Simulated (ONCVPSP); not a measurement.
**Au (Z = 79): one change to an ONCV potential, before and after**

gold (Au), optimised norm-conserving Vanderbilt (ONCV), made with ONCVPSP 4.0.1 (PBE, scalar-relativistic). Core [Kr] 4d10 4f14, reference 5s2 5p6 5d10 6s1. Waves: 5s+6s: rc 1.35 bohr, ncon 3, nbas 7, qcut 9.6 1/bohr, 2 projectors; 5p: rc 1.65 bohr, ncon 3, nbas 6, qcut 9.7 1/bohr, 2 projectors, debl 2.5 Ha; 5d: rc 1.35 bohr, ncon 5, nbas 10, qcut 12.3 1/bohr, local. Local part: the d channel. Core correction: none.

All-electron outer shells of the reference configuration (PBE, scalar-relativistic, ld1.x):

```tsv
shell	level (eV)	outermost node (bohr)	outermost maximum (bohr)
5s	-108.37	0.48	0.84
4f	-81.12	–	0.37
5p	-59.78	0.52	0.96
5d	-6.88	0.56	1.21
6s	-5.76	1.11	2.32
```

Change: d: qcut 10.8.

Cutoffs: the cutoffs (Ha) at which the residual kinetic energy of the hardest occupied pseudo-wave falls to 1 and 0.1 mHa per electron; they do not see the model core or the augmentation charge, which bear on the density cutoff. Errors are all-electron minus pseudo energies relative to the spin-unpolarised reference configuration.

Q: What does the change do?

A: The potential gets softer (36 Ha and 49 Ha → 33 Ha and 43 Ha); the errors of the 4 common tests hardly move; neither file shows a bound ghost. The waves are optimised to have the least kinetic energy above qcut, so the cutoff follows it (qcut²/2 in Ha).

| quantity | base | changed |
| --- | --- | --- |
| cutoff, loose | 36 Ha | 33 Ha |
| cutoff, tight | 49 Ha | 43 Ha |
| loose cutoff by channel | s 33 Ha, p 26 Ha, d 36 Ha | s 33 Ha, p 26 Ha, d 31 Ha |
| bound ghosts | none | none |
| GHOST(+) flags under 300 eV | none | none |
| error for 5s2 5p6 5d10 6s0, meV [ΔE 9.41 eV] | -3.7 | -3.7 |
| error for 5s2 5p6 5d9 6s0, meV [ΔE 30.62 eV] | -4.4 | -4.3 |
| error for 5s2 5p6 5d8 6s0, meV [ΔE 64.49 eV] | -8.5 | -8.0 |
| error for 5s2 5p6 5d7 6s0, meV [ΔE 112.21 eV] | -18 | -17 |
| s: phases at 1.37 bohr within 0.05 rad from the reference energy up to (Ha; the scan ends near 5) | to the end of the scan | to the end of the scan |
| p: phases at 1.67 bohr within 0.05 rad from the reference energy up to (Ha; the scan ends near 5) | to the end of the scan | to the end of the scan |
| d: phases at 1.37 bohr within 0.05 rad from the reference energy up to (Ha; the scan ends near 5) | to the end of the scan | to the end of the scan |
